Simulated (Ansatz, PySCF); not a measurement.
C2H7GeNO, singlet, at a GFN2-xTB geometry. Base run: CASSCF(2,3)/STO-3G run with PySCF.

PySCF was given this input:
```python
from pyscf import gto, scf, mcscf
import numpy

mol = gto.Mole()
mol.atom = '''
    Ge    0.020430    0.628445    0.669663
    O     0.842366    1.586493   -0.615923
    H     1.125239    2.473744   -0.411400
    N    -0.232909   -0.873464   -0.334254
    C    -0.888754   -2.022673    0.245078
    C     0.147952   -1.097885   -1.705514
    H    -1.801640   -2.276108   -0.306528
    H    -0.232197   -2.900516    0.231568
    H    -1.156048   -1.802448    1.280233
    H     0.842674   -1.941587   -1.787659
    H    -0.728414   -1.316524   -2.326319
    H     0.632887   -0.201153   -2.079335
'''
mol.basis = 'sto-3g'
mol.charge = 0
mol.spin = 0
mol.verbose = 4
mol.build()

mf = scf.RHF(mol)
mf.kernel()
mc = mcscf.CASSCF(mf, 3, 2)
mc.fix_spin_(ss=0.0)
mc.kernel()
occ = numpy.linalg.eigvalsh(mc.fcisolver.make_rdm1(mc.ci, mc.ncas, mc.nelecas))[::-1]
ss = mc.fcisolver.spin_square(mc.ci, mc.ncas, mc.nelecas)[0]
print('natural occupations', occ.round(4), ' <S^2>', round(ss, 4))
```

Programs used: Ansatz (a quantum-chemistry and plane-wave program), PySCF; a row that names a program was run with it.

Variants of this job, named by their change:

```tsv
change	ΔE vs base (kcal/mol)	natural occupations	<S^2> of the state
base	0.000	1.96 0.03 0.01	0.00
code = ansatz	-3.74	-	-
active space = 4 electrons, 6 orbitals	-12.29	1.97 1.96 0.04 0.03 0.00 0.00	0.00
orbitals = fixed (CASCI)	2.85	1.97 0.02 0.01	0.00
orbitals = fixed (CASCI); correction = SC-NEVPT2	-137.3	1.97 0.02 0.01	0.00
start = MP2 natural orbitals	-1.15	1.97 0.03 0.00	0.00
solver = newton	0.000	1.96 0.03 0.01	0.00
code = ansatz; correction = SC-NEVPT2, all electrons	-138.9	-	-
active space = 4 electrons, 4 orbitals	-10.64	1.97 1.96 0.04 0.03	0.00
fix_spin_ = off	0.000	1.96 0.03 0.01	0.00
state_average = 2 states	5.70	-	-
```

Active orbitals are taken around the Fermi level unless the row says otherwise; CASSCF can end in different local minima, and two programs can end on different orbitals. State-averaged rows give the lowest state.
